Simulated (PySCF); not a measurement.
How methods differ on the interval between two levels of K

K [Ar] 4s1 [2S1/2, M_J = 1/2] → K [Ar] 4p1 [2P3/2, M_J = 3/2], as a difference of total energies. Calculation: PySCF 2.14, in x2c-TZVPall-2c (6s6p3d, 39 functions); the two-component X2C-1e Hamiltonian. Correlated levels: [Ne] frozen. "Screened" scales the spin-orbit matrix elements by Boettger's factors to mimic the two-electron term; Breit and QED terms are absent.

```json
{"method": "GHF (spin-free)", "interval between two levels (cm⁻¹)": "14354", "error (cm⁻¹)": "+1311"}
{"method": "GMP2 (spin-free)", "interval between two levels (cm⁻¹)": "15071", "error (cm⁻¹)": "+2028"}
{"method": "GHF (screened spin-orbit)", "interval between two levels (cm⁻¹)": "14385", "error (cm⁻¹)": "+1342"}
{"method": "GMP2 (screened spin-orbit)", "interval between two levels (cm⁻¹)": "15104", "error (cm⁻¹)": "+2061"}
```

Reference: 13043 cm⁻¹ (measured; NIST Handbook of Basic Atomic Spectroscopic Data (Sansonetti and Martin, J. Phys. Chem. Ref. Data 34, 1559 (2005))).

Errors of the correlated levels include the incompleteness of this basis and the frozen core.
